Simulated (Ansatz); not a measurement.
`BC(C)(F)[SiH3]` + `[AlH2][SH]` → `[AlH2][S][SiH3]` + `BC(C)F`  (ligand exchange at the Si–C bond)

Computed with Ansatz on PBE0-D4/def2-TZVP structures; ΔE is electronic, products minus reactants. CCSD(T)/CBS adds triple-zeta CCSD(T) − MP2 to the extrapolated MP2 energy (def2 sets, frozen cores). This one scheme is used for every species. DFT in def2-TZVPP. HSE06 is defined as in plane-wave codes.

`BC(C)(F)[SiH3]`:

Cartesian coordinates in Å:
```
B -0.780 -0.654 1.197
C -0.117 0.455 0.416
C -0.758 1.178 -0.748
F 0.629 1.371 1.162
Si 1.197 -0.834 -0.324
H -1.459 -1.429 0.583
H -0.521 -0.842 2.346
H -1.427 1.951 -0.362
H -0.018 1.664 -1.389
H -1.347 0.485 -1.351
H 0.698 -1.350 -1.620
H 2.423 -0.021 -0.501
H 1.480 -1.973 0.590
```

`[AlH2][SH]`:

Z-matrix (Å, degrees):
```
Al
S 1 2.181
H 1 1.579 2 116.5
H 1 1.581 2 118.9 3 -180.0
H 2 1.344 1 93.7 3 180.0
```

`[AlH2][S][SiH3]`:

Z-matrix (Å, degrees):
```
Si
S 1 2.141
H 1 1.485 2 111.2
H 1 1.485 2 111.2 3 -121.6
H 1 1.483 2 106.6 3 119.2
Al 2 2.180 1 98.5 3 60.8
H 6 1.578 2 117.2 1 -179.9
H 6 1.582 2 118.3 1 0.0
```

`BC(C)F`:

```xyz
10

B     1.316   -0.614   -0.010
C    -0.226   -0.504   -0.165
C    -0.780    0.873    0.170
F    -0.678   -0.865   -1.438
H     2.016   -0.949   -0.916
H     1.789   -0.363    1.060
H    -0.669   -1.231    0.538
H    -1.865    0.877    0.051
H    -0.363    1.636   -0.491
H    -0.539    1.140    1.201
```

```tsv
level	ΔE (kcal/mol)	difference from CCSD(T)/CBS
LDA (SPW92)	-9.8	6.9
BLYP-D4	-14.0	2.7
r2SCANh-D4	-15.5	1.2
ωB97X-V	-16.7	0.0
PBE-QIDH	-17.3	-0.6
BLYP	-15.2	1.5
r2SCAN0	-16.7	0.0
HSE06	-15.9	0.8
HF/def2-SVP	-23.6	-6.9
CCSD/def2-TZVPP	-17.3	-0.6
CCSD(T)/CBS	-16.7	0
```

Largest T1 diagnostic among the species: 0.013.

The D4 term adds +0.8 kcal/mol with B3LYP and +0.5 kcal/mol with PBE0; it sums over pairs of atoms, weighted by their polarisabilities, and B3LYP, whose exchange is more repulsive, gets the larger term. From BLYP to BHLYP (50 % exact exchange), in def2-TZVPP and without D4, ΔE moves by −3.9 kcal/mol.

B3LYP here is the variant with VWN-RPA as its local correlation; programs differ in this.
